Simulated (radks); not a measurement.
Species: Er+. Configuration: [Xe] 4f12 6s1. Method: scalar-relativistic Kohn-Sham, PBE, spin-unpolarised, spherical densities, finite nucleus; Fermi nuclear charge, rms radius 5.2516 fm; computed with a radial shooting solver on a logarithmic mesh with Libxc functionals. Some entries of the table are withheld. Estimate them.

| orbital | occ. | eigenvalue (hartree) | <r> (bohr) | r(max) (bohr) |
|---|---|---|---|---|
| 1s | 2 | -2108.260 | 0.02037 | 0.01286 |
| 2s | 2 | -354.3956 | 0.08647 | (1) |
| 2p | 6 | -313.5160 | 0.07672 | 0.05956 |
| 3s | 2 | -79.59296 | 0.2253 | 0.2072 |
| 3p | 6 | (2) | 0.2245 | 0.2039 |
| 3d | 10 | -51.57372 | 0.2038 | 0.1664 |
| 4s | 2 | -15.89251 | 0.5082 | 0.4739 |
| 4p | 6 | (3) | 0.5391 | 0.4954 |
| 4d | 10 | -6.31805 | (4) | 0.5118 |
| 5s | 2 | -2.14984 | 1.253 | 1.113 |
| 5p | 6 | -1.21366 | 1.493 | 1.277 |
| 4f | 12 | -0.35726 | 0.8269 | 0.5094 |
| 6s | 1 | -0.33284 | 3.629 | 3.149 |

Answer. 
(1) 2s r(max) (bohr): 0.07324
(2) 3p eigenvalue (hartree): -67.15347
(3) 4p eigenvalue (hartree): -11.80113
(4) 4d <r> (bohr): 0.5838
